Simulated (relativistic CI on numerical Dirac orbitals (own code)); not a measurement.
**Mo³⁺: L2,3 absorption edge**

Computed with this model: Dirac-Coulomb-Breit CI, KLI orbitals optimised for each configuration, model QED (radiative potential, 1s self-energy scaled to tabulated hydrogen-like ionisation energies), valence Slater integrals scaled by 0.7, multiplet model of core-to-valence dipole absorption; configurations [Kr] 4d3 → [He] 2s2 2p5 3s2 3p6 3d10 4s2 4p6 4d4; 300 K; Lorentzian 0.96 eV and Gaussian 0.5 eV FWHM. Energies are those of the free ion, without screening or charge transfer. The branching ratio is the share of the lower-energy edge in the whole absorption, uncertain by about 0.02 where the edges overlap. S is read from ⟨S²⟩ = S(S + 1).

Field parameters in Wybourne normalisation: D3d B²₀ = −7Dσ, B⁴₀ = −14Dq − 21Dτ, B⁴₃ = −14√(10/7) Dq; Oh B⁴₀ = 21Dq, B⁴₄ = √(5/14) B⁴₀; Td as Oh with Dq negative (B⁴₀ = 21Dq, B⁴₄ = √(5/14) B⁴₀). The field is a parameter set, without covalency.

Case free ion, the dichroism is that of the ground state at zero temperature, magnetised by exchange field 10 meV on Sz. The dichroism I(Δm = −1) − I(Δm = +1), over the sum of the three polarisations, integrates to 0.1030 on the lower edge and 0.0736 on the upper edge. The branching ratio is 0.793.

(1) Use the orbital sum rule with 7 holes to get ⟨Lz⟩.

## Answers

(1) For a p → d edge ⟨Lz⟩ = 2 × n_h × (sum of both integrals) in this sign convention = 2.47; the ground state itself has ⟨Lz⟩ = 2.51 and ⟨Sz⟩ = -1.01. The rule assumes one radial integral for both edges, which relativistic orbitals only approach.
